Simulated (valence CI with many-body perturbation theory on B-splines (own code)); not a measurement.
**Ho⁵¹⁺: electric-dipole lines**

Computed by relativistic CI+MBPT: six valence electrons over a frozen Dirac-Fock core [Ne], radial functions for each j: 9 s, 9 p, 8 d, 6 f, 3 g, 1 h, with the one-electron correlation potential Σ1 (screened to all orders), the two-electron term Σ2, the three-electron term Σ3, Breit, model QED; selected single and double excitations, second order for the rest, scaled by the run's own slope (own B-spline code, finite nucleus).

The last digits are not significant, and no measured levels were compared; by estimate large intervals hold to a few tenths of a per cent, small ones and those within an open d or f shell to about a per cent. Among the levels kept, up to 1100 cm⁻¹ of a level comes from second order outside the variational space, and about a tenth of that is noise between levels of different J, which matters for small intervals.

Lines 151 to 163 of 163 in falling wavelength, among levels below 510.39 eV, chosen from the strongest by gf and those to the six lowest levels. Wavelengths and rates use the calculated energies. Electric multipoles are in the length gauge with retardation, E1 and E2 with the static RPA response of the core. Weak lines are less certain than strong ones. Lines between different terms over intervals too small for the method are left out, as are lines whose strength nearly cancels. The highest levels of a list are the least certain.

Levels are named by their leading jj configuration (3d3/2^4 stands for four electrons in 3d with j = 3/2), which in mixed levels can hold well under half, so a name can repeat and another be missing. Letters in brackets count levels of one name in rising energy.

| λ vac (Å) | Upper | Lower | A (s⁻¹) | S (a.u.) with core polarisation | S without |
| --- | --- | --- | --- | --- | --- |
| 27.22 | (3s^2 3p1/2 3p3/2^2 3d3/2) J=1 [c] | (3s^2 3p1/2^2 3p3/2^2) J=0 | 1.85e+12 | 5.54e-02 | 5.62e-02 |
| 27.13 | (3s^2 3p1/2 3p3/2^2 3d3/2) J=2 [c] | (3s^2 3p1/2^2 3p3/2^2) J=2 | 2.09e+12 | 1.03e-01 | 1.05e-01 |
| 27.00 | (3s^2 3p1/2 3p3/2^2 3d5/2) J=1 [a] | (3s^2 3p1/2^2 3p3/2^2) J=0 | 2.05e+11 | 5.97e-03 | 6.07e-03 |
| 26.91 | (3s^2 3p1/2 3p3/2^2 3d3/2) J=1 [b] | (3s^2 3p1/2^2 3p3/2^2) J=2 | 2.36e+12 | 6.82e-02 | 6.93e-02 |
| 26.77 | (3s^2 3p1/2 3p3/2^2 3d5/2) J=3 [a] | (3s^2 3p1/2^2 3p3/2^2) J=2 | 5.81e+10 | 3.85e-03 | 3.91e-03 |
| 26.23 | (3s^2 3p1/2 3p3/2^2 3d3/2) J=1 [c] | (3s^2 3p1/2^2 3p3/2^2) J=2 | 4.16e+11 | 1.11e-02 | 1.13e-02 |
| 26.02 | (3s^2 3p1/2 3p3/2^2 3d5/2) J=1 [a] | (3s^2 3p1/2^2 3p3/2^2) J=2 | 9.48e+08 | 2.47e-05 | 2.51e-05 |
| 25.35 | (3s^2 3p1/2 3p3/2^2 3d5/2) J=1 [b] | (3s^2 3p1/2^2 3p3/2^2) J=0 | 1.22e+10 | 2.95e-04 | 2.99e-04 |
| 25.13 | (3s^2 3p1/2 3p3/2^2 3d5/2) J=2 [a] | (3s^2 3p1/2^2 3p3/2^2) J=2 | 8.88e+08 | 3.48e-05 | 3.54e-05 |
| 24.81 | (3s^2 3p1/2 3p3/2^2 3d5/2) J=3 [b] | (3s^2 3p1/2^2 3p3/2^2) J=2 | 2.72e+07 | 1.43e-06 | 1.45e-06 |
| 24.67 | (3s^2 3p1/2 3p3/2^2 3d5/2) J=2 [b] | (3s^2 3p1/2^2 3p3/2^2) J=2 | 1.93e+10 | 7.14e-04 | 7.25e-04 |
| 24.48 | (3s^2 3p1/2 3p3/2^2 3d5/2) J=1 [b] | (3s^2 3p1/2^2 3p3/2^2) J=2 | 8.06e+10 | 1.75e-03 | 1.78e-03 |
| 24.31 | (3s^2 3p1/2 3p3/2^2 3d5/2) J=3 [c] | (3s^2 3p1/2^2 3p3/2^2) J=2 | 1.71e+10 | 8.48e-04 | 8.61e-04 |
